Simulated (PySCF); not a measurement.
Germanium: a sound run and one with changed settings

Sound run: Ge [Ar] 3d10 4s2 4p2, Ge⁺ [Ar] 3d10 4s2 4p1. Calculation: PySCF 2.14, in cc-pVDZ-PP with ECP10MDF; scalar relativity through the core potential. In the sound run the correlated levels freeze 3s2 3p6 3d10 outside the core potential. The sound run starts from symmetry-adapted Hartree-Fock orbitals and uses a fine grid where one is needed.

Changed run: all electrons correlated in a basis built for the valence shell.

```
species  method  sound run (hartree)  changed run (hartree)  converged
     Ge     MP2           -293.38110             -293.40516        yes
    Ge⁺     MP2           -293.09969             -293.12213        yes
```

Ionisation energy of Ge:

| method | sound run (eV) | changed run (eV) |
| --- | --- | --- |
| UHF | 7.408 | 7.408 |
| MP2 | 7.658 | 7.702 |
| SCS-MP2 | 7.594 | 7.620 |

A valence basis has no tight correlating functions, so it recovers only part of the core correlation, and not evenly between atom and ion.

For comparison, NIST gives 7.899 eV between the lowest levels.
